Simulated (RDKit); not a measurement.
Input file for RDKit: MMFF94 on H4SSi2 (SMILES [SiH3][Si]S), a point of a torsion scan.

```python
from rdkit import Chem
from rdkit.Chem import AllChem, rdDetermineBonds

blocks = [
'''7

Si    0.97793863   -0.13430553    0.09852754
Si   -0.52145751    1.59377135   -0.22747951
S    -2.47027462    0.74262094    0.33302590
H     0.79749824   -1.38086546   -0.66248768
H     2.27213952    0.41769830   -0.32825121
H     1.16502134   -0.59300287    1.48413352
H    -2.14779151   -0.49921471    0.67174327
''',
]
mol = None
for b in blocks:
    f = Chem.MolFromXYZBlock(b)
    rdDetermineBonds.DetermineBonds(f, charge=0)
    mol = f if mol is None else Chem.CombineMols(mol, f)
Chem.SanitizeMol(mol)
print(Chem.MolToSmiles(Chem.RemoveHs(mol)))
ff = AllChem.MMFFGetMoleculeForceField(mol, AllChem.MMFFGetMoleculeProperties(mol), nonBondedThresh=100.0, ignoreInterfragInteractions=False)
e = ff.CalcEnergy()
print(f'MMFF94 energy {e:.6f} kcal/mol')
```

Output:

```
[H]/[S+]=[Si-]\[SiH3]
MMFF94 energy 19.034440 kcal/mol
```

The run finished.

Cost: very roughly 0.03 core-seconds.
